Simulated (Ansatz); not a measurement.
One change: `N=[C]([SeH])[InH2]` becomes `N=C([SeH])[SiH2]Cl`.

Ansatz, PBE0-D4/def2-TZVP geometries, multiplicity 1. Each molecule was computed in one conformer, which needn't be the lowest.

Elements past krypton have def2 core potentials. Scalar relativity is left out up to krypton. Spin–orbit coupling is left out; it splits and shifts lone-pair levels of the heavy atoms by tenths of an eV.

| property | `N=[C]([SeH])[InH2]` |
| --- | --- |
| size of the dipole moment (PBE/def2-TZVPP) / D | 1.58 |
| HOMO energy (PBE0/def2-TZVPP) / eV | -6.68 |
| LUMO energy (ωB97M-V/def2-TZVPP) / eV | -0.73 |
| LUMO energy (PBE/def2-TZVPP) / eV | -3.04 |
| size of the dipole moment (ωB97M-V/def2-TZVPP) / D | 2.02 |
| HOMO–LUMO gap (PBE/def2-TZVPP) / eV | 2.46 |

**Question.** What does the change do to each property? (Estimate.)

**Answer.** The calculation gave: 
```json
{"property": "size of the dipole moment (PBE/def2-TZVPP) / D", "`N=C([SeH])[SiH2]Cl`": "1.99", "shift": "0.41"}
{"property": "HOMO energy (PBE0/def2-TZVPP) / eV", "`N=C([SeH])[SiH2]Cl`": "-7.21", "shift": "-0.53"}
{"property": "LUMO energy (ωB97M-V/def2-TZVPP) / eV", "`N=C([SeH])[SiH2]Cl`": "0.95", "shift": "1.68"}
{"property": "LUMO energy (PBE/def2-TZVPP) / eV", "`N=C([SeH])[SiH2]Cl`": "-2.19", "shift": "0.85"}
{"property": "size of the dipole moment (ωB97M-V/def2-TZVPP) / D", "`N=C([SeH])[SiH2]Cl`": "2.18", "shift": "0.16"}
{"property": "HOMO–LUMO gap (PBE/def2-TZVPP) / eV", "`N=C([SeH])[SiH2]Cl`": "3.93", "shift": "1.47"}
```

With PBE0 the HOMO falls by 0.53 eV and the LUMO rises by 1.08 eV, so the gap widens by about 1.61 eV. PBE moves the HOMO by -0.62 eV and ωB97M-V by -0.54 eV. Dipoles are sizes alone; their direction can turn.

Positive LUMOs are unbound, so they and the gaps depend on the basis.
